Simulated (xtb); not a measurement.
C₂H₉NOSi₂, SMILES C=CO[SiH2]N[SiH3]. All values are semi-empirical tight-binding results from xtb (GFN2-xTB unless named), good for trends rather than for accurate numbers. Coordinates come from a GFN2-xTB optimisation. The structure was generated by enumeration, and PubChem lists no compound with its InChIKey, so it may never have been made. The values are those of a single conformer.

Optimised geometry:

Bond lengths (Å): C1–C2 1.322, C1–H7 1.073, C1–H8 1.075, C2–O3 1.346, C2–H9 1.084, O3–Si4 1.628, Si4–N5 1.730, Si4–H10 1.456, Si4–H11 1.461, N5–Si6 1.734, N5–H12 1.009, Si6–H13 1.468, Si6–H14 1.461, Si6–H15 1.464. Bond angles (°): C2–C1–H7 121.0, C2–C1–H8 121.2, H7–C1–H8 117.8, C1–C2–O3 122.4, C1–C2–H9 121.7, O3–C2–H9 115.9, C2–O3–Si4 131.3, O3–Si4–N5 109.7, O3–Si4–H10 98.5, O3–Si4–H11 112.4, N5–Si4–H10 115.5, N5–Si4–H11 105.8, H10–Si4–H11 115.0, Si4–N5–Si6 128.2, Si4–N5–H12 114.3, Si6–N5–H12 114.7, N5–Si6–H13 111.4, N5–Si6–H14 107.3, N5–Si6–H15 105.3, H13–Si6–H14 109.7, H13–Si6–H15 110.7, H14–Si6–H15 112.3.
Charge 0, spin multiplicity 1.

The orbital gap is 4.84 eV, the dipole moment is 0.91 D and the zero-point energy is 63.8 kcal/mol. The G − E(el) at 298.15 K (modified RRHO) is 41.4 kcal/mol. The static polarisability (D4 model) is 97.2 bohr³. The solvation energy, GFN2-xTB/ALPB(water) is -0.1 kcal/mol. The solvation energy, GFN2-xTB/ALPB(thf) comes out as -6.0 kcal/mol.

Question: Give the atomic charges and the Wiberg bond orders between heavy atoms. (The exact figures need the calculation; the answer reports its results.)

Answer: charges (e) C1 -0.13, C2 0.11, O3 -0.34, Si4 0.55, N5 -0.45, Si6 0.48, H7 0.05, H8 0.06, H9 0.02, H10 -0.09, H11 -0.09, H12 0.15, H13 -0.11, H14 -0.10, H15 -0.10. Bond orders C1–C2 1.89, C2–O3 1.07, O3–Si4 1.06, Si4–N5 1.08, N5–Si6 1.05.
